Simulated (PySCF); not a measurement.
Cd(Me)2 (C2H6Cd), SMILES [CH3][Cd][CH3].

Geometry optimised at B3LYP-D3(BJ)/def2-SVP. The isomer is the one that the SMILES or the coordinates give; other isomers of the formula were not compared. The def2 effective core potentials stand for the cores of Cd; spin–orbit coupling is left out.

Two levels are set side by side: TDA-PBE/def2-SVPD (PySCF) and TDA-LC-ωPBE/def2-SVPD (PySCF). Vertical, same geometry. The lowest singlet is HOMO→LUMO 100 % with PBE and HOMO→LUMO 95 % with the other functional; states are paired by order. Differences are taken from unrounded values.

```json
[
 {"quantity": "lowest singlet excitation (eV)", "TDA-LC-ωPBE": "6.04"},
 {"quantity": "lowest triplet excitation (TDA) (eV)", "TDA-LC-ωPBE": "5.69"},
 {"quantity": "first bright state (f over 0.05) (eV)", "TDA-LC-ωPBE": "7.05"},
 {"quantity": "its oscillator strength", "TDA-LC-ωPBE": "0.58"}
]
```

Question: What does TDA-PBE give, and how far is it from TDA-LC-ωPBE? (An estimate is asked for; the answer gives what the named calculation found.)

Answer: 
```tsv
quantity	TDA-PBE	TDA-PBE minus TDA-LC-ωPBE
lowest singlet excitation (eV)	5.15	-0.90
lowest triplet excitation (TDA) (eV)	4.83	-0.86
first bright state (f over 0.05) (eV)	6.03	-1.02
its oscillator strength	0.50	-0.08
```

A lower first singlet is the usual sign of a functional without exact exchange. Differences between two approximate levels are no errors against the true value.

Rough cost on one machine, each run with all the roots and properties that it gave: TDA-LC-ωPBE against TDA-PBE about 3 times.
